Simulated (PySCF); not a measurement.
Geometry (Å), atoms numbered from 1 in this order:
```xyz
22

C     3.294   -2.372    0.058
C     2.467   -1.213   -0.218
C     1.772   -0.239   -0.450
Si    0.711    1.215   -0.785
C    -0.766    1.266    0.381
Si   -1.616    2.948    0.321
Si   -2.005   -0.139    0.103
C    -1.278   -1.838    0.429
H     3.987   -2.174    0.891
H     3.895   -2.647   -0.823
H     2.677   -3.242    0.331
H     0.229    1.152   -2.198
H     1.541    2.448   -0.628
H    -0.366    1.155    1.408
H    -2.151    3.205   -1.053
H    -0.651    4.040    0.659
H    -2.755    3.003    1.289
H    -3.180    0.081    1.007
H    -2.502   -0.052   -1.307
H    -0.954   -1.927    1.478
H    -2.035   -2.615    0.236
H    -0.406   -2.027   -0.213
```

Geometry: PBE0-D3(BJ)/def2-SVP; GIAO shifts from PySCF, gas phase, non-relativistic, averaged over equivalent atoms.

At B3LYP/pcSseg-1 (227 basis functions, 89 s wall time on 1 thread of an Arm Neoverse N1, shared host):
```
      atoms  δ (ppm)
         C2    113.8
         C3     82.6
         C1      5.6
         C8     -3.4
         C5    -13.4
        Si7    -32.3
        Si4    -64.7
        Si6    -65.7
        H13     4.38
        H18     4.23
        H12     4.21
        H19     4.06
H15/H16/H17     3.87
 H9/H10/H11     1.96
H20/H21/H22     0.49
        H14    -0.83
```

References, each an isolated molecule treated in the same way: TMS for $^{13}$C (σ = 179.24 ppm) and $^{29}$Si (σ = 337.86 ppm) and $^{1}$H (σ = 31.38 ppm).

Q: What do these become at PBE0/pcSseg-1?

A: 
```tsv
atoms	δ at PBE0/pcSseg-1	change
C2	115.4	+1.6
C3	83.8	+1.2
C1	5.9	+0.3
C8	-3.6	-0.2
C5	-15.1	-1.7
Si7	-32.1	+0.2
Si4	-62.9	+1.8
Si6	-64.6	+1.1
H13	4.47	+0.09
H18	4.33	+0.10
H12	4.31	+0.10
H19	4.16	+0.10
H15/H16/H17	3.96	+0.09
H9/H10/H11	1.96	+0.00
H20/H21/H22	0.49	+0.00
H14	-0.77	+0.06
```

References, each an isolated molecule treated in the same way: $^{13}$C (184.41 ppm), $^{29}$Si (351.99 ppm), $^{1}$H (31.27 ppm) vs TMS.

The largest change is at Si4 (silicon bonded to 2 C, 2 H). Cost: 227 basis functions, 110 s wall time on 1 thread of an Arm Neoverse N1, shared host. The order of the carbon signals is the same at both levels.
